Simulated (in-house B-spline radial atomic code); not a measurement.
RPA and G0W0 on PBE0: Hg⁺

Configuration [Xe] 4f14 5d10 6s1, highest spin, mean-field start PBE0. Computed with an all-electron radial atomic-structure program (B-spline basis): all electrons, scalar-relativistic (spin-free one-electron X2C), finite nucleus, each spin shell either full or empty, empty states to l = 9 with an (l + 1/2)⁻⁴ tail; G0W0 by contour deformation at full frequency.

Without the two-electron picture change, the correlation of inner shells comes somewhat too large for so heavy an element.

RPA overbinds a lone outer s electron by self-correlation, and G0W0 tends to as well.

Command:
```bash
python run_gw.py task.json out
```
Settings (radii: box in bohr, nucleus in fm):
```
Z                        80
electrons                79
configuration            [Xe] 4f14 5d10 6s1
hamiltonian              x2c
method                   pbe0
lmax                     9
rms_radius               5.4648
spin_polarised           True
box_radius               23.78
intervals                70
ion_configuration        [Xe] 4f14 5d10
```

Time taken, with all properties: 23 s on 1 thread of Arm Neoverse N1, on a shared host.

Energies (hartree):

```csv
term,value
mean-field total,-19625.41992
Hartree-Fock functional on these orbitals,-19619.79036
direct second order,-8.0328
second-order exchange,1.9918
SOSEX correction,1.8667
```

Task: What is the RPA correlation energy, and what remains with SOSEX?

Result: RPA gives -7.0181 hartree (-2.42 eV per electron); RPA + SOSEX gives -5.1514, and the second-order doubles -6.041 hartree (no singles). RPA lacks exchange-type terms and so overcorrelates at short range.

Quasi-particle levels (eV):

```csv
level,occupied,mean field,Σx - vxc,Σc,QP weight,G0W0
6s up,yes,-15.844,-1.75,?,?,?
5d down,yes,-20.497,-4.74,0.38,0.881,-24.856
6s down,no,-12.808,4.88,-2.66,0.935,-10.584
```

G0W0 = mean field + (Σx - vxc) + Σc, with Σc (partial-wave tail included) taken at the quasi-particle energy. Only the outer levels were computed. Levels of low weight are left out.

Task: Where does G0W0 put 6s up?

Result: At -19.240 eV, with Σc = -1.64 eV and a quasi-particle weight of 0.939. The tabulated removal energy is 18.757 eV (NIST, measured); the calculation leaves out spin-orbit coupling, Breit and QED terms, and what these don't explain is the method's own error.

Task: What does it cost to remove one electron (to [Xe] 4f14 5d10) by differences of total energies, each species on its own start (correlation terms add to the Hartree-Fock functional)?

Result: PBE0 18.801 eV, Hartree-Fock functional 17.073 eV, + RPA 19.153 eV, + RPA + SOSEX 18.482 eV, + second order 19.780 eV. Tabulated: 18.757 eV (NIST, measured); the calculation leaves out spin-orbit coupling, Breit and QED terms, and what these don't explain is the method's own error.
